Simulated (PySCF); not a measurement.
TDDFT excited states: Cl6Hf2S

Species: [(Cl)3Hf]2S (singlet state).
Structure used (PBE0-D3(BJ)/def2-SVP), in Å, numbered top down from 1:
```xyz
9
Cl6Hf2S angstrom
Hf     1.417   -1.407    1.326
Cl     1.817   -0.230    3.289
Cl     3.410   -1.809    0.200
Cl     0.308   -3.400    1.776
S      0.026   -0.117   -0.105
Hf    -1.376    1.360   -1.338
Cl    -0.199    3.329   -1.688
Cl    -1.975    0.434   -3.389
Cl    -3.294    1.772   -0.097
```

Theory: PySCF, TDDFT CAM-B3LYP/def2-SVPD, vertical, gas phase, core orbitals frozen in the response, def2 core potentials past Kr. Spin–orbit coupling is left out.

```tsv
state	E (eV)	λ (nm)	ν̃ (cm⁻¹)	f	main configurations (H = HOMO, L = LUMO)
S1	4.52	274.4	36450	0.0003	H→L/L+1 (≥66%), H-1→L/L+1 (≥30%)
S2	4.58	270.7	36940	0.0074	H→L/L+1 (≥49%), H-1→L/L+1 (≥47%)
S3	4.58	270.5	36970	0.0070	H-1→L/L+1 (≥66%), H→L/L+1 (≥30%)
S4	5.35	231.6	43180	0.708	H-1→L/L+1 (≥47%), H→L/L+1 (≥44%)
S5	5.47	226.7	44110	0.011	H→L+2 (95%)
S6	5.51	225.2	44410	0.017	H-1→L+2 (95%)
S7	5.87	211.3	47310	0.0003	H→L+3 (74%), H-1→L+4 (17%)
S8	5.94	208.9	47880	0.0001	H-1→L+3 (43%), H→L+4 (41%)
S9	5.95	208.5	47950	0.0000	H-1→L+4 (68%), H→L+3 (14%)
```

Triplets (Tamm–Dancoff): T1 4.23 eV, H→L/L+1 (≥57%), H-1→L/L+1 (≥38%); T2 4.36 eV, H→L/L+1 (≥53%), H-1→L/L+1 (≥40%); T3 4.37 eV, H-1→L/L+1 (≥56%), H→L/L+1 (≥37%).

The lowest singlet comes at 274 nm (436 kJ/mol) in the ultraviolet; it is dark (f under 0.0005); its leading configuration is HOMO→LUMO/LUMO+1 (≥66%). The strongest level in the table is S4 at 5.35 eV (232 nm, f = 0.708). S2/S3 and S8/S9 lie within about 0.01 eV of each other in each set. For S1 the Löwdin share of hafnium is 6% or more in HOMO and 68% in LUMO (ligand-to-metal charge transfer by this measure); for S4 the Löwdin share of hafnium is 6% or more in HOMO-1 and 68% in LUMO (ligand-to-metal charge transfer by this measure). Orbital energies (eV): HOMO-3 -11.14, HOMO-2 -11.13, HOMO-1 -10.08, HOMO -10.05, LUMO -2.06, LUMO+1 -2.05, LUMO+2 -1.41. Weighted by f, the mean energy of these states is 5.34 eV. Of the 9 states listed, 3 reach f = 0.01 and 4 stay under 0.0005. The vertical ionisation energy (ΔSCF) is 10.48 eV, 4.54 eV above S9. Orbitals of the list HOMO-3 to LUMO+2 that lie within 0.01 eV of each other are written together with a slash and their weights summed (≥ marks a lower bound); for degenerate orbitals outside that list single weights are arbitrary. Singlets were solved by full linear response, triplets in the Tamm–Dancoff approximation. The highest level found (6.05 eV, f 0.0003 so far) is left out, since the window may have cut off a degenerate partner.

Hardware: one thread, Arm Neoverse V1 (aarch64), on a shared host. Cost: 9.5 min of wall time (grids of density and orbitals included), 1.8 GiB resident at most.
